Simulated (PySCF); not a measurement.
Static response to an electric field

Compound: C5H10O3.
Geometry (GFN2-xTB, Å), atoms numbered from 1 in this order:
```
atom  x, y, z in Å
C1     2.6644   -0.5143    0.1234
O2     2.0840   -0.2355   -1.1320
C3     0.7100   -0.4943   -1.1928
C4    -0.1434    0.5249   -0.4086
O5    -0.2562    0.2136    0.9642
C6    -1.5843   -0.1986    1.2079
C7    -2.3640    0.5206    0.1067
O8    -1.4386    0.5449   -0.9597
H9     3.7240   -0.2887    0.0234
H10    2.5379   -1.5719    0.3841
H11    2.2258    0.0980    0.9161
H12    0.4265   -0.4155   -2.2444
H13    0.4813   -1.5056   -0.8251
H14    0.3351    1.5179   -0.4858
H15   -1.6748   -1.2885    1.1066
H16   -1.8568    0.1048    2.2180
H17   -2.6236    1.5432    0.4120
H18   -3.2561   -0.0087   -0.2256
```

Level: PBE0/def2-SVPD (PySCF), static field, nuclei fixed, core orbitals frozen in the response. The polarisability tensor in these axes (au):

```
x   83.00 -2.05 -2.63
y   -2.05 63.58 -0.99
z   -2.63 -0.99 67.97
```

**Question.** Diagonalise the tensor; give its mean and Δα, where Δα² is half the sum of the squared differences of the eigenvalues.

**Answer.** Principal values 63.02, 67.91 and 83.61 au; mean 71.52 au = 10.60 Å³ = 11.79 × 10⁻⁴⁰ C²·m²/J; Δα = 18.64 au (26 % of the mean).

**Question.** What is the dipole moment, and where does it point?

**Answer.** (-1.75, -0.62, 1.68) D, 2.51 D in size, pointing from the negative to the positive side. Measured along this direction, the outermost atoms are H9 at the negative end and H16 at the positive end.

**Question.** Find the Langevin capture rate constant for NO+ (29.998 u) meeting this molecule (118.063 u), k = 2.342 × 10⁻⁹ cm³/s × √(α in Å³ / reduced mass in u).

**Answer.** The reduced mass is 23.92 u, so k = 1.56 × 10⁻⁹ cm³/s. The formula leaves out the permanent dipole, which adds to the capture rate.

**Question.** Estimate the molar refractivity from the static electronic polarisability.

**Answer.** Lorentz–Lorenz: R = (4π/3)N_A α = 2.5225 cm³/(mol·Å³) × 10.60 Å³ = 26.7 cm³/mol, in the limit of long wavelengths.

**Question.** Rayleigh depolarisation ratio (linearly polarised light, static tensor)?

**Answer.** ρ = 3Δα²/(45ᾱ² + 4Δα²) = 1041.8/(230149 + 1389.1) = 0.0045.

**Question.** What would n − 1 = 2πNα be for an ideal gas of these molecules at 350 K and 1 atm, electronic part alone?

**Answer.** N = p/kT = 2.0968 × 10¹⁹ cm⁻³, so n − 1 = 2π × N × 10.60 × 10⁻²⁴ cm³ = 1396 × 10⁻⁶ at long wavelengths.

The structure is a single GFN2-xTB conformer in the gas phase; no vibrational or solvent corrections.

The run behind these numbers computed excited states as well. The run took 61 s wall (with the writing of density and orbital grids) on an Arm Neoverse V1 with one thread, shared host with 32 logical CPUs at a one-minute load of 19, and the process peaked at 0.98 GiB of memory.
